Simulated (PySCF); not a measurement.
A GIAO shielding run with PySCF (density fitting, non-relativistic, gas phase) on SMILES CC[Si@@H]1C[C@@H]1SC(C)C, C7H16SSi:

```
$ OMP_NUM_THREADS=1 python probes_run.py task.json out

{"job": {"kind": "nmr", "xc": "PBE0", "basis": "pcSseg-1"}, "charge": 0, "multiplicity": 1}
C     -3.920112    -0.706177    -0.065347
C     -3.030924     0.533935    -0.027026
Si    -1.714170     0.442221     1.328649
C     -0.108487     1.405413     1.123739
C      0.045283    -0.102904     0.875962
S      0.394764    -0.655783    -0.796363
C      2.227866    -0.514906    -0.938147
C      2.692743     0.919841    -0.761222
C      2.925711    -1.472270     0.013183
H     -4.446115    -0.833978     0.878800
H     -3.325297    -1.597461    -0.249671
H     -4.661470    -0.620403    -0.858020
H     -2.536096     0.647843    -0.992721
H     -3.657246     1.415930     0.118096
H     -2.134134     0.122930     2.686080
H      0.430734     1.793575     1.977785
H      0.023819     2.030971     0.251917
H      0.638619    -0.648771     1.597653
H      2.394189    -0.834976    -1.970837
H      2.521655     1.254045     0.259866
H      3.758403     0.993891    -0.974249
H      2.157819     1.580844    -1.439875
H      2.527500    -2.478466    -0.098869
H      2.790415    -1.156403     1.046199
H      3.993595    -1.494798    -0.197754
```

Hardware: 1 thread of an Arm Neoverse N1, shared host. The job also computes population analyses, field gradients, ring-centre shieldings.

Task: How large is the calculation?

Result: 88 electrons, 247 basis functions and 1323 auxiliary functions.

Task: How long does it take, and how much memory does it need?

Result: 120 s of wall time, with 14 SCF cycles and 5 response iterations; peak memory 1.1 GiB. Times on a shared host scatter by some tens of per cent.
